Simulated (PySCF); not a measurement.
Ge(I)(OMe) (CH3GeIO), SMILES C[O][Ge][I] (connectivity only; charge and spin as stated), neutral, multiplicity 1.

Coordinates come from a B3LYP-D3(BJ)/def2-SVP optimisation. The structure was generated by enumeration; whether it is a known compound was not checked. The def2 effective core potentials stand for the cores of I; spin–orbit coupling is left out. One conformer was computed; it need not be the lowest.

Level of theory: B3LYP-D3(BJ)/def2-SVP (PySCF 2.14.0).

Frequencies are harmonic and unscaled.

```json
[
 {"mode": "1", "ν (cm⁻¹)": "61", "IR (km/mol)": "0.0", "Raman (Å⁴/amu)": "0.2", "depolarisation": "0.75", "moving atoms (share of kinetic energy)": "H 99 %"},
 {"mode": "2", "ν (cm⁻¹)": "124", "IR (km/mol)": "2.4", "Raman (Å⁴/amu)": "4.3", "depolarisation": "0.61", "moving atoms (share of kinetic energy)": "C 43 %, I 22 %, H 16 %, Ge 10 %, O 10 %"},
 {"mode": "3", "ν (cm⁻¹)": "162", "IR (km/mol)": "12.0", "Raman (Å⁴/amu)": "0.7", "depolarisation": "0.75", "moving atoms (share of kinetic energy)": "O 64 %, H 17 %, C 12 %"},
 {"mode": "4", "ν (cm⁻¹)": "206", "IR (km/mol)": "20.9", "Raman (Å⁴/amu)": "7.5", "depolarisation": "0.33", "moving atoms (share of kinetic energy)": "Ge 56 %, I 34 %"},
 {"mode": "5", "ν (cm⁻¹)": "298", "IR (km/mol)": "29.5", "Raman (Å⁴/amu)": "1.5", "depolarisation": "0.17", "moving atoms (share of kinetic energy)": "O 45 %, C 20 %, Ge 19 %, H 15 %"},
 {"mode": "6", "ν (cm⁻¹)": "584", "IR (km/mol)": "78.9", "Raman (Å⁴/amu)": "18.0", "depolarisation": "0.27", "moving atoms (share of kinetic energy)": "O 47 %, Ge 23 %, C 21 %, H 8 %"},
 {"mode": "7", "ν (cm⁻¹)": "1116", "IR (km/mol)": "214.3", "Raman (Å⁴/amu)": "10.5", "depolarisation": "0.30", "moving atoms (share of kinetic energy)": "O 52 %, C 40 %"},
 {"mode": "8", "ν (cm⁻¹)": "1166", "IR (km/mol)": "2.4", "Raman (Å⁴/amu)": "1.9", "depolarisation": "0.75", "moving atoms (share of kinetic energy)": "H 77 %, C 18 %"},
 {"mode": "9", "ν (cm⁻¹)": "1180", "IR (km/mol)": "9.2", "Raman (Å⁴/amu)": "3.6", "depolarisation": "0.47", "moving atoms (share of kinetic energy)": "H 71 %, C 19 %, O 10 %"},
 {"mode": "10", "ν (cm⁻¹)": "1460", "IR (km/mol)": "10.7", "Raman (Å⁴/amu)": "6.0", "depolarisation": "0.57", "moving atoms (share of kinetic energy)": "H 88 %, C 9 %"},
 {"mode": "11", "ν (cm⁻¹)": "1467", "IR (km/mol)": "7.6", "Raman (Å⁴/amu)": "48.0", "depolarisation": "0.61", "moving atoms (share of kinetic energy)": "H 97 %"},
 {"mode": "12", "ν (cm⁻¹)": "1469", "IR (km/mol)": "2.0", "Raman (Å⁴/amu)": "17.2", "depolarisation": "0.75", "moving atoms (share of kinetic energy)": "H 96 %"},
 {"mode": "13", "ν (cm⁻¹)": "3007", "IR (km/mol)": "61.0", "Raman (Å⁴/amu)": "213.2", "depolarisation": "0.07", "moving atoms (share of kinetic energy)": "H 98 %"},
 {"mode": "14", "ν (cm⁻¹)": "3096", "IR (km/mol)": "25.1", "Raman (Å⁴/amu)": "135.5", "depolarisation": "0.75", "moving atoms (share of kinetic energy)": "H 90 %, C 10 %"},
 {"mode": "15", "ν (cm⁻¹)": "3098", "IR (km/mol)": "13.5", "Raman (Å⁴/amu)": "55.2", "depolarisation": "0.38", "moving atoms (share of kinetic energy)": "H 90 %, C 10 %"}
]
```
